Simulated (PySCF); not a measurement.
**C2H5FO2Si: core ionisation energies**

Species: C2H5FO2Si.
Cartesian coordinates in Å at the GFN2-xTB level; atoms count from 1:
```
atom  x, y, z in Å
C1    -1.904    0.440    0.122
O2    -0.529    0.307    0.375
Si3    0.596   -0.585   -0.343
F4     0.634   -0.224   -1.918
C5     2.196    0.080    0.465
O6     3.224   -0.542    0.526
H7    -2.284    1.237    0.762
H8    -2.424   -0.491    0.353
H9    -2.079    0.694   -0.924
H10    0.416   -2.023   -0.330
H11    2.160    1.108    0.885
```

Method used: delta-SCF UKS SCAN, pcX-2 on the ionised atom, pcseg-1 elsewhere, spin-free X2C (PySCF 2.14.0). Vertical ΔSCF values, vacuum level as zero.

Problem. List the computed XPS lines with their assignment.

Solution. 
| atom(s) | environment | level | binding energy (eV) | 2p1/2 (eV) | above the level's lowest (eV) | count |
| --- | --- | --- | --- | --- | --- | --- |
| Si3 | fluorine-bound silicon | Si 2p3/2 | 108.39 | 109.01 | 0.00 | 1 |
| C1 | methoxy carbon | C 1s | 292.99 | – | 0.00 | 1 |
| C5 | carbonyl carbon | C 1s | 293.39 | – | +0.40 | 1 |
| O6 | carbonyl oxygen | O 1s | 538.66 | – | 0.00 | 1 |
| O2 | silyl ether oxygen | O 1s | 538.94 | – | +0.28 | 1 |
| F4 | silicon-bound fluorine | F 1s | 692.49 | – | 0.00 | 1 |
| Si3 | fluorine-bound silicon | Si 1s | 1848.41 | – | 0.00 | 1 |

The listed C 1s values span 0.40 eV, from C1 (bonded to O and 3 H) to C5 (bonded to O (double bond), H and Si).

The listed O 1s values span 0.28 eV, from O6 (bonded to C (double bond)) to O2 (bonded to C and Si). Summing the Pauling electronegativity differences to the bonded atoms, each weighted by its formal bond order, gives -1.78 for the lowest site and -2.43 for the highest; the largest sum, -1.78, belongs to O6, 0.28 eV below the top. The smallest sum, -2.43, belongs to O2, 0.28 eV above the lowest.

Problem. Which photon energy gives electrons from C 1s of C5 a kinetic energy of 100 eV, and what is their de Broglie wavelength?

Solution. hν = 293.39 + 100 = 393.39 eV, recoil neglected; λ = 12.264 Å/√(E/eV) = 1.23 Å.

Problem. Which photon wavelength matches the C 1s of C5 threshold?

Solution. λ = hc/E = 12398.42 eV Å / 293.39 eV = 42.259 Å.

The unrestricted hole states depart most from a pure doublet (⟨S²⟩ = 0.75; over 0.85 named) for C 1s of C5 (0.87), which makes this value less certain. The 2p values add to the ΔSCF energy of one spin-free hole a correction within the shell (spin–orbit coupling, ligand field). 2p1/2 minus 2p3/2 (ligand field included): Si 0.63 eV. The structure is a single GFN2-xTB conformer in the gas phase; no vibrational or solvent corrections.
